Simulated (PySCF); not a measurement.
## `COC1=CCO[C@@H]1F`, C5H7FO2

Molfile (atoms numbered from 1):
```
C5H7FO2
     RDKit          3D

 15 15  0  0  0  0  0  0  0  0999 V2000
   -2.3609    0.3740   -0.2821 C   0  0  0  0  0  0  0  0  0  0  0  0
   -1.1339    1.0709   -0.3360 O   0  0  0  0  0  0  0  0  0  0  0  0
   -0.0368    0.3501   -0.0602 C   0  0  0  0  0  0  0  0  0  0  0  0
    0.1657   -0.9324    0.2322 C   0  0  0  0  0  0  0  0  0  0  0  0
    1.6344   -1.1563    0.4262 C   0  0  0  0  0  0  0  0  0  0  0  0
    2.2449    0.0705    0.0159 O   0  0  0  0  0  0  0  0  0  0  0  0
    1.3001    1.0606   -0.0144 C   0  0  2  0  0  0  0  0  0  0  0  0
    1.3592    1.8184    1.1573 F   0  0  0  0  0  0  0  0  0  0  0  0
   -3.1336    1.1064   -0.5062 H   0  0  0  0  0  0  0  0  0  0  0  0
   -2.3846   -0.4291   -1.0246 H   0  0  0  0  0  0  0  0  0  0  0  0
   -2.5273   -0.0485    0.7127 H   0  0  0  0  0  0  0  0  0  0  0  0
   -0.5481   -1.7257    0.3274 H   0  0  0  0  0  0  0  0  0  0  0  0
    2.0373   -1.9535   -0.2050 H   0  0  0  0  0  0  0  0  0  0  0  0
    1.8860   -1.3717    1.4734 H   0  0  0  0  0  0  0  0  0  0  0  0
    1.4933    1.7742   -0.8234 H   0  0  0  0  0  0  0  0  0  0  0  0
  1  2  1  0
  2  3  1  0
  3  4  2  0
  4  5  1  0
  5  6  1  0
  6  7  1  0
  7  8  1  0
  7  3  1  0
  1  9  1  0
  1 10  1  0
  1 11  1  0
  4 12  1  0
  5 13  1  0
  5 14  1  0
  7 15  1  6
M  END
```

Method used: GIAO CAM-B3LYP/pcSseg-1 magnetisability, rotational g tensor and spin-rotation constants, non-relativistic, gas phase (PySCF). Geometry: GFN2-xTB.

Problem. Give the nuclear spin-rotation constants along the inertial axes (H = +C I·J) beside the isotropic shieldings.

Solution. Rotational constants 3.5665, 1.6902, 1.2668 GHz. A star marks the isotopologue with that one atom substituted, in its own axes.
```csv
atom,isotope,Caa (kHz),Cbb (kHz),Ccc (kHz),mean (kHz),σ (ppm)
F8,19F,3.027,1.721,1.286,2.011,304.8
H9,1H,-0.024,-0.078,-0.127,-0.076,27.5
H10,1H,-0.347,0.001,-0.084,-0.143,28.1
H11,1H,-0.350,-0.175,0.049,-0.159,28.1
H12,1H,-0.100,-0.017,-0.141,-0.086,27.1
H13,1H,-0.282,0.000,-0.075,-0.119,26.9
H14,1H,-0.225,-0.173,0.043,-0.118,26.6
H15,1H,-0.326,-0.078,0.031,-0.124,25.5
C1,13C*,0.612,0.365,0.283,0.420,125.5
O2,17O*,-0.636,-0.254,-0.075,-0.322,238.3
C3,13C*,1.901,0.551,0.341,0.931,14.9
C4,13C*,1.413,0.458,0.187,0.685,83.5
C5,13C*,0.842,0.351,0.326,0.506,106.6
O6,17O*,-0.342,-0.262,-0.179,-0.261,236.8
C7,13C*,1.045,0.503,0.381,0.643,64.9
```
For the geometry as given, no vibrational averaging.

Problem. How do the rotational constants and the g tensor change when H9, H10, H11, H12, H13, H14, H15 are replaced by deuterium?

Solution. Constants 3.1141, 1.4818, 1.1213 GHz; g -0.0320, -0.0123, -0.0054, against -0.0362, -0.0135, -0.0061 before.
